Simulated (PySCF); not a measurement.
Coordinates in bohr (charge 0 multiplicity 1):
```
Pd    0.0000    0.0000   -2.3083
I     3.4677    0.0000    0.9692
I    -3.4677    0.0000    0.9692
```

All numbers come from PySCF, B3LYP, basis Pd def2-SVP with ECP28, I def2-SVP with ECP28 (scalar-relativistic core potentials, no spin–orbit coupling, density fitting).

This geometry of PdI2 is a stationary point at this level.

Question: What is the point group?

Answer: C2v.

Question: Is it a minimum?

Answer: Yes: all harmonic wavenumbers are real.

Question: Which band is strongest in the infrared?

Answer: 219 cm⁻¹ (b2), 3 km/mol.

Question: Give the ideal-gas entropy at 298.15 K and 1 bar by parts.

Answer: translation 182.3, rotation 122.4, vibration 35.0, spin 0.0; total 339.6 J/(mol K).

Question: What is the atomisation energy, with and without zero-point energy?

Answer: 379 kJ/mol without, 376 kJ/mol with.

Other isomers or separated fragments may lie lower.
